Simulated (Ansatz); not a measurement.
Reaction (formal hydrolysis of a C–Si bond): `CC(O)[SiH2]O` + H₂O → `CC(O)O` + silanol

Calculated with Ansatz (gas phase, PBE0-D4/def2-TZVP geometries, no zero-point term in ΔE). CCSD(T)/CBS is the MP2 limit (def2-TZVPP, def2-QZVPP) plus CCSD(T) − MP2 in def2-TZVPP, frozen cores. This one scheme is used for every species. DFT in def2-TZVPP. Each species was taken in one conformer, which may not be the lowest.

`CC(O)[SiH2]O`:

Cartesian coordinates in Å:
```
C -0.018 1.467 -0.604
C 0.427 0.022 -0.571
O -0.489 -0.724 -1.398
Si 0.325 -0.760 1.149
O -1.244 -0.721 1.651
H -0.040 1.837 -1.632
H 0.666 2.092 -0.025
H -1.019 1.580 -0.181
H 1.444 -0.047 -0.984
H -0.108 -1.589 -1.569
H 1.121 -0.052 2.183
H 0.817 -2.164 1.013
H -1.882 -0.940 0.967
```

H₂O:

Cartesian coordinates in Å:
```
O -0.156 -0.119 -0.336
H -0.619 0.177 0.450
H 0.775 -0.058 -0.114
```

`CC(O)O`:

```xyz
10

C    -0.715    0.825   -0.193
C    -0.014   -0.480    0.087
O     0.677   -0.329    1.298
O     0.850   -0.867   -0.948
H    -1.259    0.762   -1.136
H    -1.414    1.064    0.609
H     0.019    1.633   -0.256
H    -0.736   -1.304    0.154
H     1.125   -1.161    1.481
H     1.468   -0.143   -1.096
```

`O[SiH3]`:

Cartesian coordinates in Å:
```
O -0.642 -0.985 0.510
Si 0.034 0.359 -0.161
H -0.060 -1.706 0.752
H 1.014 1.000 0.760
H -1.087 1.289 -0.427
H 0.742 0.043 -1.432
```

```tsv
species	BHLYP-D4 energy (Eh)
`CC(O)[SiH2]O`	-520.99868
H₂O	-76.42330
`CC(O)O`	-230.25103
`O[SiH3]`	-367.16588
```

Q: Work out ΔE.

A: ΔE = (-230.25103) + (-367.16588) − (-520.99868) − (-76.42330) = 0.00507 Eh = +3.2 kcal/mol. CCSD(T)/CBS gives +5.6 kcal/mol.

Largest T1 diagnostic among the species: 0.011.

The D4 term adds +2.4 kcal/mol with B3LYP and +1.3 kcal/mol with PBE0; it sums over pairs of atoms, weighted by their polarisabilities, and B3LYP, whose exchange is more repulsive, gets the larger term. From BLYP to BHLYP (50 % exact exchange), in def2-TZVPP and without D4, ΔE moves by −0.8 kcal/mol.

B3LYP here is the variant with VWN-RPA as its local correlation; programs differ in this.
